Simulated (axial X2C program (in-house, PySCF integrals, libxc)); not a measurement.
## Excited states of NbC⁻ by EOM-EE-CCSD

Computed with an axial X2C code built on PySCF integrals: two-component X2C with atomic mean-field Coulomb and Gaunt terms, Gaussian nuclei, basis Nb dyall-acv3z, C dyall-av3z with contracted cores.

R = 1.714 Å (near the PBE0 minimum at charge -1 of the determinant lowest at the starting distance; the state shown can have its own minimum elsewhere, which is not the closed-shell reference).

Hartree–Fock spinors of NbC⁻ (one of each Kramers pair; a window near the gap, which can cut inner shells):

| ω | occupied | ε (eV) | character |
| --- | --- | --- | --- |
| 1/2 | yes | -13.79 | 53% C s, 25% Nb d, 10% Nb p |
| 1/2 | yes | -4.54 | 51% Nb d, 41% C p, 3% Nb p |
| 3/2 | yes | -4.49 | 51% Nb d, 41% C p, 3% Nb p |
| 1/2 | yes | -4.18 | 43% Nb d, 34% C p, 10% C s |
| 1/2 | yes | -1.17 | 54% Nb s, 19% C p, 19% Nb p |
| 3/2 | no | 2.01 | 100% Nb p |
| 1/2 | no | 2.01 | 100% Nb p |
| 1/2 | no | 2.02 | 98% Nb p |
| 1/2 | no | 2.43 | 97% Nb s |
| 1/2 | no | 3.91 | 75% Nb p, 15% C p, 10% Nb d |
| 3/2 | no | 3.91 | 75% Nb p, 15% C p, 9% Nb d |

Vertical excitation energies from the closed-shell determinant state of NbC⁻:

```json
{"Ω": "0⁻", "excitation (eV)": "1.189", "cm⁻¹": "9588", "hole of the leading pair": "53% Nb sσ, 19% Nb pσ, 19% C pσ", "particle of the leading pair": "66% Nb pπ, 17% Nb dπ, 15% C pπ", "weight of the pair (for Ω = 0 its time-reversed partner can hold as much again)": "0.48", "singles weight": "0.97"}
{"Ω": "0⁺", "excitation (eV)": "1.189", "cm⁻¹": "9593", "hole of the leading pair": "53% Nb sσ, 19% Nb pσ, 19% C pσ", "particle of the leading pair": "66% Nb pπ, 17% Nb dπ, 15% C pπ", "weight of the pair (for Ω = 0 its time-reversed partner can hold as much again)": "0.48", "singles weight": "0.97"}
{"Ω": "1", "excitation (eV)": "1.209", "cm⁻¹": "9752", "hole of the leading pair": "53% Nb sσ, 20% Nb pσ, 19% C pσ", "particle of the leading pair": "66% Nb pπ, 17% Nb dπ, 15% C pπ", "weight of the pair (for Ω = 0 its time-reversed partner can hold as much again)": "0.50", "singles weight": "0.97"}
{"Ω": "2", "excitation (eV)": "1.230", "cm⁻¹": "9920", "hole of the leading pair": "53% Nb sσ, 20% Nb pσ, 19% C pσ", "particle of the leading pair": "65% Nb pπ, 17% Nb dπ, 15% C pπ", "weight of the pair (for Ω = 0 its time-reversed partner can hold as much again)": "0.96", "singles weight": "0.97"}
{"Ω": "1", "excitation (eV)": "1.589", "cm⁻¹": "12818", "hole of the leading pair": "55% Nb sσ, 18% Nb pσ, 17% C pσ", "particle of the leading pair": "92% Nb dδ", "weight of the pair (for Ω = 0 its time-reversed partner can hold as much again)": "0.96", "singles weight": "0.96"}
{"Ω": "2", "excitation (eV)": "1.614", "cm⁻¹": "13018", "hole of the leading pair": "54% Nb sσ, 18% Nb pσ, 18% C pσ", "particle of the leading pair": "91% Nb dδ", "weight of the pair (for Ω = 0 its time-reversed partner can hold as much again)": "0.57", "singles weight": "0.96"}
{"Ω": "3", "excitation (eV)": "1.643", "cm⁻¹": "13251", "hole of the leading pair": "55% Nb sσ, 18% Nb pσ, 17% C pσ", "particle of the leading pair": "92% Nb dδ", "weight of the pair (for Ω = 0 its time-reversed partner can hold as much again)": "0.96", "singles weight": "0.96"}
```

This point took 94 s on 1 thread of AMD EPYC 7R43 64-Core Processor (Zen 3), on a shared host.

Reference electrons by ω block (each with its −ω partner): 1/2: 17, 3/2: 6, 5/2: 1. 18 electrons of NbC⁻ correlated (inner shells frozen), 84 natural virtual spinors (a truncated set); levels can be off by some tenths of an eV. Roots sought by Ω: (0: 5, 1: 4, 2: 3, 3: 1); the list ends where they run out and leaves out roots under 60 % singles weight. The solver can skip a root, and states that need a further excitation, which the method places far too high, are missing though they may lie low or lowest. T1 of the reference 0.030 (Lee–Taylor). The highest Hartree–Fock level of the anion lies at -1.17 eV; relaxation, partly offset by correlation, puts the detachment threshold some tenths of an eV to over one eV lower in magnitude, and states above it are held by the basis set and are not bound; that holds for every row here. Number of frozen shells: Nb 3 s, 2 p, 1 d; C 1 s. The closed-shell reference lies 0.11 eV above the lowest PBE0 determinant. Large amplitudes in the reference (orbital relaxation or multireference character) lower the reliability.
